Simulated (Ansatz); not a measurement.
Total energies of Al(PF3)H3 (AlPH₃F₃) from Ansatz at PBE-D4/def2-TZVPD, gas phase (1 Eh = 27.2114 eV = 2625.5 kJ/mol). The reference geometry is relaxed at PBE0-D4/def2-SVP.

```xyz
8

Al   -0.7582   -0.4968   -1.1908
P     0.5185    0.3320    0.8016
F     2.0906    0.4088    0.7198
F     0.3660   -0.4542    2.1587
F     0.2115    1.7919    1.3089
H    -2.1618   -0.3616   -0.4416
H    -0.0145   -1.9085   -1.2240
H    -0.2520    0.6885   -2.1326
```

```json
{"state": "charge 0 singlet", "geometry": "reference", "energy (Eh)": "-884.78489"}
{"state": "charge -1 doublet", "geometry": "reference", "energy (Eh)": "-884.77222"}
{"state": "free Al atom (doublet)", "geometry": "–", "energy (Eh)": "-242.22767"}
{"state": "free P atom (quartet)", "geometry": "–", "energy (Eh)": "-341.10318"}
{"state": "free F atom (doublet)", "geometry": "–", "energy (Eh)": "-99.67049"}
{"state": "free H atom (doublet)", "geometry": "–", "energy (Eh)": "-0.49962"}
```

Problem. Work out the vertical electron affinity, to the doublet.

Solution. E(charge 0 singlet) − E(charge -1 doublet) = -884.78489 − (-884.77222) = -0.01267 Eh = -0.34 eV; negative, so the extra electron isn't bound.

Problem. What is the binding energy per atom against free atoms?

Solution. Atoms: 1 × (-242.22767) + 1 × (-341.10318) + 3 × (-99.67049) + 3 × (-0.49962) = -883.84118 Eh. Binding: -883.84118 − (-884.78489) = 0.94371 Eh = 25.68 eV, or 3.21 eV for each of 8 atoms (no zero-point energy, no counterpoise term).

At PBE-D4/def2-TZVPD the highest occupied level of the charge -1 doublet lies above zero (up to 2.23 eV). By energy differences it is unbound by 0.34 eV (vertical, against the charge 0 singlet, at PBE-D4/def2-TZVPD) and held by the finite basis.
